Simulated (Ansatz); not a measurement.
trisilylamine (H₉NSi₃), SMILES [SiH3]N([SiH3])[SiH3].

The structure is a stationary point at B3LYP-D3(BJ)/def2-SVP. A frequency run showed that this geometry is not a minimum.

Two levels are set side by side: PBE/def2-SVPD (Ansatz, a quantum-chemistry and plane-wave program) and PBE0/def2-SVPD (Ansatz). Energy differences of separate SCF runs at the same geometry; the states with an electron removed or added have multiplicity 2 and 2. Differences are taken from unrounded values.

| quantity | PBE |
|---|---|
| vertical ionisation energy (eV) | 9.08 |
| vertical singlet–triplet gap (eV) | 5.05 |

### Question
These are the PBE values. What does PBE0 give? (An estimate is asked for; the answer gives what the named calculation found.)

### Answer

```csv
quantity,PBE0,PBE minus PBE0
vertical ionisation energy (eV),9.36,-0.28
vertical singlet–triplet gap (eV),5.49,-0.44
```
